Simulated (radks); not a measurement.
Values are calculated unless marked as measured or tabulated.
Valence configurations of Ir+ (all share [Xe]). Code: a radial shooting solver on a logarithmic mesh with Libxc functionals. Model: scalar-relativistic Kohn-Sham, PBEsol, spin-polarised, spherical densities, point nucleus; open shells are filled with parallel spins first (spin-orbit coupling, left out, can overturn this in heavy ions). Energies are relative to 4f14 5d7 6s1; eigenvalues in eV for spin up.

valence               E (eV)  moment (Bohr magnetons)    e(4f)    e(5d)   e(6p)    e(6s)
4f14 5d7 6s1           0.000                        4  -70.524  -16.250       -  -14.386
4f14 5d6.5 6s1.5       0.889                        4  -72.176  -17.431       -  -14.842
4f14 5d6 6s2           1.898                        4  -73.864  -18.640       -  -15.295
4f14 5d6.5 6s1 6p0.5   3.290                        5  -72.912  -18.199  -8.530  -15.582
4f14 5d6 6s1 6p1       6.883                        6  -75.331  -20.141  -9.322  -16.715
4f13.5 5d7 6s1 6p0.5  32.921                        5  -78.570  -18.788  -8.553  -15.652
4f13 5d7.5 6s1.5      62.029                        4  -83.566  -18.570       -  -14.921
4f13 5d7 6s2          63.661                        4  -85.354  -19.861       -  -15.388
4f12 5d9 6s1          129.92                        4  -93.489  -18.335       -  -14.487
4f11 5d9 6s2          214.05                        4  -109.45  -22.228       -  -15.497

NIST lists [Xe] 4f14 5d7 6s1 as the ground configuration; this level of theory agrees among the configurations tried. The energies are those of spherical high-spin densities, not of single terms.
